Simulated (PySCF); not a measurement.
Calculated NMR parameters of CC/C=C/C[SiH2]F

```
Formula                               : C5H11FSi
SMILES                                : CC/C=C/C[SiH2]F
InChI                                 : InChI=1S/C5H11FSi/c1-2-3-4-5-7-6/h3-4H,2,5,7H2,1H3/b4-3+
Point group of the computed structure : C1
Degrees of unsaturation               : 1
Carbon signals                        : 5
Proton signals                        : 6
```

Atom-mapped SMILES (the numbers label the heavy atoms): `[CH3:1][CH2:2]/[CH:3]=[CH:4]/[CH2:5][SiH2:6][F:7]` (H(Xn): hydrogen on atom n).

Computed data (PySCF): shielding tensors at PBE0/pcSseg-1 (GIAO), GFN2-xTB geometry. Relativity neglected, one computed conformer, no solvent model, equivalent nuclei averaged.

δ = σ(ref) − σ, references computed at the same level: 1H (σ = 31.72 ppm), 13C (σ = 186.93 ppm), 29Si (σ = 349.16 ppm) vs TMS; 19F (σ = 170.95 ppm) vs CFCl3.

| carbon | δC, type | δH (multiplicity) | HMBC from (2–3 bonds) | span of the C tensor (ppm) |
| --- | --- | --- | --- | --- |
| C1 | 17.7, CH3 | 1.03 (t) | H(C3), H(C2) | 29 |
| C2 | 32.6, CH2 | 2.02 (m) | H(C3), H(C4), H(C1) | 27 |
| C3 | 143.8, CH | 5.88 (m) | H(C4), H(C5), H(C2), H(C1) | 210 |
| C4 | 125.6, CH | 5.45 (m) | H(C3), H(Si6), H(C5), H(C2) | 196 |
| C5 | 25.9, CH2 | 2.14 (m) | H(C3), H(C4), H(Si6) | 52 |

Other nuclei:
```csv
atoms,nucleus,environment,δ (ppm),σ (ppm)
H(Si6),1H,"hydrogen on a silicon bonded to C, F",5.02,26.69
F7,19F,fluorine bonded to Si,-220.1,391.1
Si6,29Si,"silicon bonded to C, F, 2 H",3.4,345.7
```

Carbon types of the structure: 2 × CH, 2 × CH2, 1 × CH3, leaving 2 H on heteroatoms. δC 143.8, 125.6: alkene CH; an sp2 carbon of a C=C bond. δC 32.6: allylic sp3 CH2; a saturated carbon with 2 carbon neighbours and no heteroatom attached. δC 17.7: methyl carbon; aliphatic region, no heteroatom directly attached. δH 2.14: hydrogen on an allylic sp3 CH2 bonded to Si; allylic position. δH 2.02: hydrogen on an allylic sp3 CH2; allylic position.

Splittings by 19F in the carbon and heteronuclear signals aren't shown, as no couplings were computed. Shifts are as computed. Against solution values, carbons near 30 ppm lie about +3 ppm off and those near 130 ppm about +5 ppm. Of 1309 compounds with measured shifts, 239 miss one by over three times the rms of a fit or turn the order of signals round; such compounds aren't used in these exercises. Unscaled 19F shifts against computed CFCl3 carry errors that often reach 10 to 50 ppm. Multiplicities follow the n + 1 count of equivalent neighbours, as no J values were calculated; m marks all less simple cases, F and P coupling included.
